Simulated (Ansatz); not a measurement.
Harmonic vibrations of GaH$_{7}$O$_{2}$Si$_{2}$ (`[SiH3][O][GaH][O][SiH3]`) by finite differences.

```yaml
crystal:
  periodic: [false, false, false]
  atoms:
    - {symbol: Si, position_ang: [-1.781611, 0.249678, 1.103739]}
    - {symbol: O, position_ang: [-0.885652, -1.115414, 1.086968]}
    - {symbol: Ga, position_ang: [0.647539, -1.751539, 0.466688]}
    - {symbol: O, position_ang: [1.548543, -0.672394, -0.612490]}
    - {symbol: Si, position_ang: [1.407118, 0.764818, -1.374613]}
    - {symbol: H, position_ang: [-0.914096, 1.461678, 1.110936]}
    - {symbol: H, position_ang: [-2.666782, 0.312396, -0.090358]}
    - {symbol: H, position_ang: [-2.621742, 0.257257, 2.329704]}
    - {symbol: H, position_ang: [1.163672, -3.150967, 0.840734]}
    - {symbol: H, position_ang: [1.925854, 1.864843, -0.517936]}
    - {symbol: H, position_ang: [2.192668, 0.720774, -2.635407]}
    - {symbol: H, position_ang: [-0.015513, 1.058870, -1.707956]}
basis:
  gaussian: {orbitals: def2-TZVP}
hamiltonian: {xc: pbe0, dispersion: d4}
phonons: {temperatures: {t_min: 298.15, t_max: 900, t_step: 200}}
```

```sh
$ ansatz run in.yaml --threads 4 --pin off --events-out ev --progress --plain --max-ram 10444MiB
```

Output, abridged:

```
Functional definition: PBE0
mean field -72329.01324365 eV, -2658.0422103380 hartree, gradient 2.2e-5 eV, S^2 0.000000; 0 other end points of the search recorded, 0 dependent functions left out
mean field -72329.01307000 eV, -2658.0422039566 hartree, gradient 1.4e-6 eV, S^2 0.000000; 0 other end points of the search recorded, 0 dependent functions left out
mean field -72329.01319940 eV, -2658.0422087120 hartree, gradient 1.3e-6 eV, S^2 0.000000; 0 other end points of the search recorded, 0 dependent functions left out
mean field -72329.01315362 eV, -2658.0422070295 hartree, gradient 1.4e-6 eV, S^2 0.000000; 0 other end points of the search recorded, 0 dependent functions left out
mean field -72329.01309921 eV, -2658.0422050301 hartree, gradient 2.1e-6 eV, S^2 0.000000; 0 other end points of the search recorded, 0 dependent functions left out
mean field -72329.01318162 eV, -2658.0422080585 hartree, gradient 2.1e-6 eV, S^2 0.000000; 0 other end points of the search recorded, 0 dependent functions left out
mean field -72329.01311170 eV, -2658.0422054892 hartree, gradient 2.9e-6 eV, S^2 0.000000; 0 other end points of the search recorded, 0 dependent functions left out
mean field -72329.01311501 eV, -2658.0422056107 hartree, gradient 1.9e-6 eV, S^2 0.000000; 0 other end points of the search recorded, 0 dependent functions left out
mean field -72329.01318607 eV, -2658.0422082222 hartree, gradient 1.7e-6 eV, S^2 0.000000; 0 other end points of the search recorded, 0 dependent functions left out
mean field -72329.01314504 eV, -2658.0422067141 hartree, gradient 2.1e-6 eV, S^2 0.000000; 0 other end points of the search recorded, 0 dependent functions left out
mean field -72329.01317529 eV, -2658.0422078259 hartree, gradient 1.7e-6 eV, S^2 0.000000; 0 other end points of the search recorded, 0 dependent functions left out
mean field -72329.01325812 eV, -2658.0422108698 hartree, gradient 3.0e-6 eV, S^2 0.000000; 0 other end points of the search recorded, 0 dependent functions left out
mean field -72329.01319384 eV, -2658.0422085077 hartree, gradient 1.2e-6 eV, S^2 0.000000; 0 other end points of the search recorded, 0 dependent functions left out
mean field -72329.01318037 eV, -2658.0422080126 hartree, gradient 1.3e-6 eV, S^2 0.000000; 0 other end points of the search recorded, 0 dependent functions left out
mean field -72329.01314361 eV, -2658.0422066616 hartree, gradient 1.4e-6 eV, S^2 0.000000; 0 other end points of the search recorded, 0 dependent functions left out
mean field -72329.01311489 eV, -2658.0422056064 hartree, gradient 2.0e-6 eV, S^2 0.000000; 0 other end points of the search recorded, 0 dependent functions left out
mean field -72329.01318896 eV, -2658.0422083282 hartree, gradient 1.9e-6 eV, S^2 0.000000; 0 other end points of the search recorded, 0 dependent functions left out
mean field -72329.01320312 eV, -2658.0422088488 hartree, gradient 2.7e-6 eV, S^2 0.000000; 0 other end points of the search recorded, 0 dependent functions left out
mean field -72329.01318862 eV, -2658.0422083157 hartree, gradient 2.7e-6 eV, S^2 0.000000; 0 other end points of the search recorded, 0 dependent functions left out
mean field -72329.01325250 eV, -2658.0422106632 hartree, gradient 1.1e-6 eV, S^2 0.000000; 0 other end points of the search recorded, 0 dependent functions left out
mean field -72329.01317629 eV, -2658.0422078625 hartree, gradient 1.4e-6 eV, S^2 0.000000; 0 other end points of the search recorded, 0 dependent functions left out
mean field -72329.01312497 eV, -2658.0422059769 hartree, gradient 2.2e-6 eV, S^2 0.000000; 0 other end points of the search recorded, 0 dependent functions left out
mean field -72329.01314539 eV, -2658.0422067271 hartree, gradient 1.9e-6 eV, S^2 0.000000; 0 other end points of the search recorded, 0 dependent functions left out
mean field -72329.01316237 eV, -2658.0422073513 hartree, gradient 1.6e-6 eV, S^2 0.000000; 0 other end points of the search recorded, 0 dependent functions left out
mean field -72329.01321181 eV, -2658.0422091680 hartree, gradient 1.6e-6 eV, S^2 0.000000; 0 other end points of the search recorded, 0 dependent functions left out
mean field -72329.01318464 eV, -2658.0422081694 hartree, gradient 8.8e-7 eV, S^2 0.000000; 0 other end points of the search recorded, 0 dependent functions left out
mean field -72329.01311047 eV, -2658.0422054439 hartree, gradient 1.2e-6 eV, S^2 0.000000; 0 other end points of the search recorded, 0 dependent functions left out
mean field -72329.01316493 eV, -2658.0422074451 hartree, gradient 1.4e-6 eV, S^2 0.000000; 0 other end points of the search recorded, 0 dependent functions left out
mean field -72329.01307815 eV, -2658.0422042561 hartree, gradient 2.2e-6 eV, S^2 0.000000; 0 other end points of the search recorded, 0 dependent functions left out
mean field -72329.01309197 eV, -2658.0422047641 hartree, gradient 1.3e-6 eV, S^2 0.000000; 0 other end points of the search recorded, 0 dependent functions left out
mean field -72329.01318519 eV, -2658.0422081898 hartree, gradient 1.3e-6 eV, S^2 0.000000; 0 other end points of the search recorded, 0 dependent functions left out
mean field -72329.01320407 eV, -2658.0422088837 hartree, gradient 2.7e-6 eV, S^2 0.000000; 0 other end points of the search recorded, 0 dependent functions left out
mean field -72329.01323651 eV, -2658.0422100757 hartree, gradient 2.8e-6 eV, S^2 0.000000; 0 other end points of the search recorded, 0 dependent functions left out
mean field -72329.01320394 eV, -2658.0422088786 hartree, gradient 1.2e-6 eV, S^2 0.000000; 0 other end points of the search recorded, 0 dependent functions left out
mean field -72329.01320664 eV, -2658.0422089782 hartree, gradient 2.8e-6 eV, S^2 0.000000; 0 other end points of the search recorded, 0 dependent functions left out
mean field -72329.01324795 eV, -2658.0422104963 hartree, gradient 2.4e-6 eV, S^2 0.000000; 0 other end points of the search recorded, 0 dependent functions left out
mean field -72329.01322638 eV, -2658.0422097035 hartree, gradient 2.0e-6 eV, S^2 0.000000; 0 other end points of the search recorded, 0 dependent functions left out
mean field -72329.01320917 eV, -2658.0422090710 hartree, gradient 1.8e-6 eV, S^2 0.000000; 0 other end points of the search recorded, 0 dependent functions left out
mean field -72329.01323068 eV, -2658.0422098613 hartree, gradient 2.8e-6 eV, S^2 0.000000; 0 other end points of the search recorded, 0 dependent functions left out
mean field -72329.01323536 eV, -2658.0422100334 hartree, gradient 2.4e-6 eV, S^2 0.000000; 0 other end points of the search recorded, 0 dependent functions left out
mean field -72329.01323774 eV, -2658.0422101211 hartree, gradient 1.9e-6 eV, S^2 0.000000; 0 other end points of the search recorded, 0 dependent functions left out
mean field -72329.01321352 eV, -2658.0422092309 hartree, gradient 2.4e-6 eV, S^2 0.000000; 0 other end points of the search recorded, 0 dependent functions left out
mean field -72329.01319795 eV, -2658.0422086585 hartree, gradient 2.5e-6 eV, S^2 0.000000; 0 other end points of the search recorded, 0 dependent functions left out
mean field -72329.01322320 eV, -2658.0422095865 hartree, gradient 1.8e-6 eV, S^2 0.000000; 0 other end points of the search recorded, 0 dependent functions left out
mean field -72329.01321968 eV, -2658.0422094571 hartree, gradient 2.8e-6 eV, S^2 0.000000; 0 other end points of the search recorded, 0 dependent functions left out
mean field -72329.01323779 eV, -2658.0422101229 hartree, gradient 2.6e-6 eV, S^2 0.000000; 0 other end points of the search recorded, 0 dependent functions left out
mean field -72329.01323531 eV, -2658.0422100315 hartree, gradient 2.4e-6 eV, S^2 0.000000; 0 other end points of the search recorded, 0 dependent functions left out
mean field -72329.01319908 eV, -2658.0422087003 hartree, gradient 2.5e-6 eV, S^2 0.000000; 0 other end points of the search recorded, 0 dependent functions left out
mean field -72329.01320829 eV, -2658.0422090388 hartree, gradient 2.0e-6 eV, S^2 0.000000; 0 other end points of the search recorded, 0 dependent functions left out
mean field -72329.01324166 eV, -2658.0422102651 hartree, gradient 2.7e-6 eV, S^2 0.000000; 0 other end points of the search recorded, 0 dependent functions left out
mean field -72329.01322806 eV, -2658.0422097651 hartree, gradient 2.2e-6 eV, S^2 0.000000; 0 other end points of the search recorded, 0 dependent functions left out
mean field -72329.01318265 eV, -2658.0422080963 hartree, gradient 1.6e-6 eV, S^2 0.000000; 0 other end points of the search recorded, 0 dependent functions left out
mean field -72329.01322069 eV, -2658.0422094943 hartree, gradient 1.2e-6 eV, S^2 0.000000; 0 other end points of the search recorded, 0 dependent functions left out
mean field -72329.01324322 eV, -2658.0422103222 hartree, gradient 2.8e-6 eV, S^2 0.000000; 0 other end points of the search recorded, 0 dependent functions left out
mean field -72329.01323268 eV, -2658.0422099351 hartree, gradient 2.7e-6 eV, S^2 0.000000; 0 other end points of the search recorded, 0 dependent functions left out
mean field -72329.01324261 eV, -2658.0422102998 hartree, gradient 1.8e-6 eV, S^2 0.000000; 0 other end points of the search recorded, 0 dependent functions left out
mean field -72329.01321995 eV, -2658.0422094670 hartree, gradient 1.8e-6 eV, S^2 0.000000; 0 other end points of the search recorded, 0 dependent functions left out
mean field -72329.01321495 eV, -2658.0422092832 hartree, gradient 9.6e-7 eV, S^2 0.000000; 0 other end points of the search recorded, 0 dependent functions left out
mean field -72329.01320586 eV, -2658.0422089493 hartree, gradient 2.1e-6 eV, S^2 0.000000; 0 other end points of the search recorded, 0 dependent functions left out
mean field -72329.01321186 eV, -2658.0422091699 hartree, gradient 2.2e-6 eV, S^2 0.000000; 0 other end points of the search recorded, 0 dependent functions left out
mean field -72329.01322915 eV, -2658.0422098053 hartree, gradient 2.3e-6 eV, S^2 0.000000; 0 other end points of the search recorded, 0 dependent functions left out
mean field -72329.01322512 eV, -2658.0422096571 hartree, gradient 1.9e-6 eV, S^2 0.000000; 0 other end points of the search recorded, 0 dependent functions left out
mean field -72329.01322174 eV, -2658.0422095330 hartree, gradient 2.1e-6 eV, S^2 0.000000; 0 other end points of the search recorded, 0 dependent functions left out
mean field -72329.01323968 eV, -2658.0422101924 hartree, gradient 2.4e-6 eV, S^2 0.000000; 0 other end points of the search recorded, 0 dependent functions left out
mean field -72329.01323304 eV, -2658.0422099481 hartree, gradient 2.2e-6 eV, S^2 0.000000; 0 other end points of the search recorded, 0 dependent functions left out
mean field -72329.01320417 eV, -2658.0422088872 hartree, gradient 1.9e-6 eV, S^2 0.000000; 0 other end points of the search recorded, 0 dependent functions left out
mean field -72329.01319974 eV, -2658.0422087246 hartree, gradient 9.2e-7 eV, S^2 0.000000; 0 other end points of the search recorded, 0 dependent functions left out
mean field -72329.01320551 eV, -2658.0422089363 hartree, gradient 2.6e-6 eV, S^2 0.000000; 0 other end points of the search recorded, 0 dependent functions left out
mean field -72329.01318138 eV, -2658.0422080499 hartree, gradient 1.3e-6 eV, S^2 0.000000; 0 other end points of the search recorded, 0 dependent functions left out
mean field -72329.01323892 eV, -2658.0422101641 hartree, gradient 3.0e-6 eV, S^2 0.000000; 0 other end points of the search recorded, 0 dependent functions left out
mean field -72329.01323041 eV, -2658.0422098516 hartree, gradient 2.8e-6 eV, S^2 0.000000; 0 other end points of the search recorded, 0 dependent functions left out
mean field -72329.01321880 eV, -2658.0422094248 hartree, gradient 1.9e-6 eV, S^2 0.000000; 0 other end points of the search recorded, 0 dependent functions left out
mean field -72329.01325045 eV, -2658.0422105879 hartree, gradient 2.3e-6 eV, S^2 0.000000; 0 other end points of the search recorded, 0 dependent functions left out
Total energy: -72329.28394571 eV, -2658.0521584553 hartree
Atom 0 at    -1.781611     0.249678     1.103739 Å, force    -0.002928     0.003590     0.001261 eV/Å
Atom 1 at    -0.885652    -1.115414     1.086968 Å, force    -0.003319     0.001123     0.002820 eV/Å
Atom 2 at     0.647539    -1.751539     0.466688 Å, force     0.001564     0.000589    -0.001253 eV/Å
Atom 3 at     1.548543    -0.672394    -0.612490 Å, force     0.000886    -0.001514    -0.002361 eV/Å
Atom 4 at     1.407118     0.764818    -1.374613 Å, force    -0.000764     0.004132    -0.000462 eV/Å
Atom 5 at    -0.914096     1.461678     1.110936 Å, force    -0.001030    -0.002989     0.000050 eV/Å
Atom 6 at    -2.666782     0.312396    -0.090358 Å, force     0.000772    -0.001453     0.001405 eV/Å
Atom 7 at    -2.621742     0.257257     2.329704 Å, force     0.002543    -0.000547    -0.002521 eV/Å
Atom 8 at     1.163672    -3.150967     0.840734 Å, force     0.000028    -0.000248     0.000159 eV/Å
Atom 9 at     1.925854     1.864843    -0.517936 Å, force     0.001062    -0.001076    -0.000734 eV/Å
Atom 10 at     2.192668     0.720774    -2.635407 Å, force    -0.000259    -0.000222     0.002309 eV/Å
Atom 11 at    -0.015513     1.058870    -1.707956 Å, force     0.001444    -0.001386    -0.000674 eV/Å
Dipole moment:     0.084592    -0.227779     0.059766 e Å
Vibrations: 51.03 54.57 63.70 82.49 103.34 129.49 230.85 476.69 486.34 517.68 580.79 722.72 725.56 732.84 742.89 946.94 955.05 958.76 959.05 969.37 997.34 1027.78 1056.99 2093.79 2198.48 2202.10 2215.83 2216.93 2223.79 2225.84 cm⁻¹, zero-point energy 1.794612 eV
```

Hardware: 4 threads of an Arm Neoverse V1 on a shared host. Wall time 5 min, peak host memory 0.79 GiB.
